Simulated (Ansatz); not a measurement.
The same path of ClF2H3Si2 + FH (10 atoms, charge 0, multiplicity 1) was run twice with different band settings. Lost on the way: Si1–Cl2, F9–H10. Made: Si1–F9, Cl2–H10.

Computed with Ansatz 0.2.0, RKS r2SCAN-D4/def2-SVP.

Relaxed end points:

```xyz
10
Properties=species:S:1:pos:R:3
Si 0.187 -0.029 -0.048
Cl 0.390 -0.067 2.028
F 1.699 -0.036 -0.612
Si -1.008 1.830 -0.791
H -2.289 1.386 -1.402
H -1.233 2.738 0.368
H -0.168 2.528 -1.810
F -0.452 -1.445 -0.474
F -2.477 0.171 1.139
H -1.915 0.075 1.880
```

```xyz
10
Properties=species:S:1:pos:R:3
Si -0.176 -0.295 -0.408
Cl -1.386 1.266 2.735
F 1.370 -0.350 0.029
Si -0.943 1.873 -0.778
H -2.414 1.912 -0.541
H -0.217 2.829 0.097
H -0.658 2.172 -2.213
F -0.327 -1.197 -1.733
F -0.995 -1.099 0.743
H -1.522 0.041 2.348
```

Common settings: movable images 9; climbing image yes; spring 5.0 eV/Å²; optimiser quadratic models (default); force threshold 0.05 eV/Å; iteration limit 60; end points relaxed.

| run | start path |
| --- | --- |
| 1 | through a guess of the saddle point |
| 2 | straight line |

(1) What does each run give, and how far can it be trusted?

Results:

(1) Run 1: converged after 31 iterations, highest image 0.936 eV above the first end. A vibrational analysis at the climbing image gives one clearly imaginary mode, 170i cm⁻¹, and a faint second one (25i cm⁻¹) that may be numerical noise or a soft torsion: probably a first-order saddle point.
Run 2: converged after 35 iterations, highest image 0.935 eV above the first end. Another band between the same ends (9 images) ends at a top of the same energy, where a vibrational analysis finds 1 clearly imaginary mode.
The orbitals stay closed-shell, which can raise the energy where a bond breaks towards radicals; this wasn't checked here.
